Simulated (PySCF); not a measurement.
Working out the excitation energy of Cl

Cl [Ne] 3s2 3p5 (2P) → Cl [Ne] 3s1 3p6 (2S). Computed with PySCF 2.14 in aug-cc-pV(T+d)Z, with no relativity, point nucleus. Frozen: [Ne]. Energies in hartree (1 hartree = 27.21139 eV):

| part | Cl (lower) | Cl (upper) |
| --- | --- | --- |
| UHF | -459.486089 | -458.919645 |
| CCSD correlation | -0.185363 | -0.327564 |
| (T) | -0.006405 | -0.041736 |

Task: What does Hartree-Fock give?

Result: (-458.919645) − (-459.486089) = 0.566444 hartree = 15.414 eV.

Task: What do CCSD and CCSD(T) give?

Result: The CCSD correlation energies differ by -0.142201 hartree = -3.869 eV and the triples by -0.035331 hartree = -0.961 eV, so CCSD gives 11.545 eV and CCSD(T) 10.584 eV.

Measured between the centres of the two terms (NIST): 10.586 eV, so CCSD(T) (valence) is off by -0.002 eV.

The coupled-cluster amplitudes are large, so a single reference is strained.

What remains against the reference includes basis incompleteness, the frozen core and higher excitations.
